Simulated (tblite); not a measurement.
Species: C4H3F4S (doublet state).
Numbering: `[F:1][CH:2][C:3](=[S:4])[CH2:5][C:6]([F:7])([F:8])[F:9]` (hydrogens: H10 on C2; H11, H12 on C5)
Bond orders are those of one Lewis drawing.

Computed with GFN2-xTB (tblite), gas phase: L-BFGS steps from a force-field or distance-geometry start until the largest atomic force falls under 0.01 eV/Å.

Step 35: E = -876.7634 eV
```
atom  x, y, z in Å  |  force x, y, z in eV/Å
F1      1.4089    1.8326   -0.0454    0.002  -0.021   0.030
C2      1.7549    0.5684   -0.2688    0.005   0.000  -0.023
C3      0.9639   -0.4669    0.0746   -0.002   0.004   0.021
S4      1.5239   -2.0596   -0.2127   -0.059  -0.008  -0.003
C5     -0.3837   -0.2701    0.7191    0.023   0.034  -0.005
C6     -1.4630    0.0500   -0.3085    0.010  -0.002  -0.002
F7     -1.2894    1.2489   -0.8758    0.012  -0.013  -0.023
F8     -1.5189   -0.8408   -1.3044   -0.019  -0.028   0.020
F9     -2.6728    0.0700    0.2701   -0.008  -0.015  -0.041
H10     2.7246    0.4590   -0.7303   -0.003   0.035  -0.013
H11    -0.3574    0.5813    1.4042    0.013  -0.029   0.069
H12    -0.6900   -1.1734    1.2519    0.025   0.043  -0.029
```

Step 36: E = -876.7640 eV
```
atom  x, y, z in Å  |  force x, y, z in eV/Å
F1      1.4139    1.8348   -0.0404    0.005  -0.048   0.021
C2      1.7554    0.5696   -0.2687    0.031   0.012  -0.020
C3      0.9639   -0.4651    0.0757   -0.020   0.021   0.006
S4      1.5189   -2.0577   -0.2170   -0.046  -0.025  -0.006
C5     -0.3841   -0.2686    0.7196    0.023   0.033  -0.003
C6     -1.4640    0.0481   -0.3095    0.029   0.005   0.019
F7     -1.2880    1.2468   -0.8775   -0.008  -0.041  -0.031
F8     -1.5191   -0.8463   -1.3032   -0.021   0.010   0.042
F9     -2.6740    0.0693    0.2697    0.013  -0.013  -0.061
H10     2.7250    0.4579   -0.7319   -0.031   0.044   0.000
H11    -0.3575    0.5829    1.4052    0.002  -0.037   0.053
H12    -0.6892   -1.1724    1.2519    0.023   0.040  -0.019
```

Step 37: E = -876.7650 eV
```
atom  x, y, z in Å  |  force x, y, z in eV/Å
F1      1.4213    1.8370   -0.0314    0.007  -0.069   0.012
C2      1.7572    0.5712   -0.2676    0.052   0.019  -0.010
C3      0.9640   -0.4624    0.0764   -0.032   0.036  -0.019
S4      1.5097   -2.0562   -0.2251   -0.031  -0.036  -0.009
C5     -0.3837   -0.2652    0.7196    0.013   0.026   0.004
C6     -1.4653    0.0450   -0.3108    0.042   0.015   0.037
F7     -1.2879    1.2425   -0.8816   -0.028  -0.062  -0.045
F8     -1.5211   -0.8547   -1.3004   -0.010   0.045   0.062
F9     -2.6753    0.0672    0.2691    0.031  -0.005  -0.070
H10     2.7266    0.4577   -0.7324   -0.051   0.049   0.009
H11    -0.3571    0.5861    1.4061   -0.011  -0.041   0.028
H12    -0.6873   -1.1688    1.2520    0.018   0.023  -0.001
```

Problem. Estimate the geometry and energy of step 38. (The exact step hangs on the optimiser's Hessian estimate; all steps are aligned on step 37, rigid shifts and turns removed.)

Solution. E = -876.7662 eV, largest force 0.099 eV/Å
```
atom  x, y, z in Å  |  force x, y, z in eV/Å
F1      1.4345    1.8392   -0.0147    0.003  -0.077   0.005
C2      1.7620    0.5734   -0.2638    0.055   0.017   0.007
C3      0.9641   -0.4582    0.0755   -0.034   0.037  -0.049
S4      1.4935   -2.0545   -0.2417   -0.016  -0.030  -0.010
C5     -0.3825   -0.2588    0.7189   -0.004   0.008   0.015
C6     -1.4671    0.0395   -0.3121    0.042   0.026   0.044
F7     -1.2911    1.2336   -0.8904   -0.042  -0.065  -0.061
F8     -1.5261   -0.8684   -1.2946    0.018   0.066   0.071
F9     -2.6766    0.0625    0.2689    0.036   0.010  -0.059
H10     2.7304    0.4584   -0.7303   -0.051   0.048   0.008
H11    -0.3566    0.5934    1.4046   -0.021  -0.036   0.002
H12    -0.6835   -1.1608    1.2537    0.013  -0.006   0.026
```

The energy changes by -0.0013 eV. The first-order estimate −F·Δx gives -0.0017 eV and the mean of the old and new forces, exact on a quadratic surface, -0.0013 eV. The step makes an angle of 79° with the force vector and moves no atom by more than 0.023 Å.

The cost below is that of the whole relaxation. The run took 0.55 s wall on an Arm Neoverse V1 with one thread (shared host).
